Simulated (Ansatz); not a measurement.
Total energies of Ta₃Te₆ from Ansatz at PBE-D4/def2-SVP, gas phase (1 Eh = 27.2114 eV = 2625.5 kJ/mol). The reference geometry is relaxed at PBE-D4/def2-SVP.

```xyz
9

Ta   -1.122   -1.398    0.777
Ta    0.532   -0.915   -1.230
Ta   -0.053    1.435    0.871
Te   -1.939    0.600   -0.957
Te   -0.316   -0.159    3.031
Te    0.654   -3.298    0.115
Te    2.277    1.031   -0.448
Te    0.046   -1.161   -3.773
Te   -0.080    3.867    1.615
```

```csv
state,geometry,energy (Eh)
charge 0 doublet,reference,-1779.66315
charge 0 quartet,relaxed at PBE-D4/def2-SVP,-1779.64722
free Ta atom (quartet),–,-56.85247
free Te atom (triplet),–,-267.96343
```

In the def2 sets Ta, Te take a core potential; there is no spin–orbit coupling.

Q: Which of the charge 0 states is lowest, and how far above it are the others?

A: The doublet. quartet: -1779.64722 − (-1779.66315) = 0.01593 Eh = 41.8 kJ/mol.

Q: What is the binding energy per atom against free atoms?

A: Atoms: 3 × (-56.85247) + 6 × (-267.96343) = -1778.33799 Eh. Binding: -1778.33799 − (-1779.66315) = 1.32516 Eh = 36.06 eV, or 4.01 eV for each of 9 atoms (no zero-point energy, no counterpoise term).
